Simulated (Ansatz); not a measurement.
The cluster Pb2S⁺. Charge 1, multiplicity 2. Geometry PBE-D4/def2-TZVP; atoms count from 1.

Cartesian coordinates in Å:
```
Pb -0.9311 0.3576 -1.5002
Pb 1.4736 0.5636 0.8695
S -0.5425 -0.9212 0.6307
```

In the def2 sets Pb takes a core potential; there is no spin–orbit coupling. The structure comes from a short search, and lower isomers may exist.

(1) Estimate the Mulliken populations from the PBE0/def2-TZVP orbitals of Ansatz.

(2) Where does the spin sit?

(3) And the Mayer bond orders between bonded heavy atoms (over 0.3)?

Results:

(1) 
```tsv
atom	charge (e)	spin (α − β)
Pb1	0.68	0.50
Pb2	0.68	0.50
S3	-0.36	0.00
```
Mulliken values and Mayer orders depend strongly on the basis.

(2) Summed by element: Pb 1.00, S 0.00, of 1 unpaired in all. Largest on single atoms: Pb1 0.50, Pb2 0.50, S3 0.00.

(3) Pb1–Pb2 0.57 (3.38 Å); Pb1–S3 1.19 (2.52 Å); Pb2–S3 1.19 (2.52 Å).
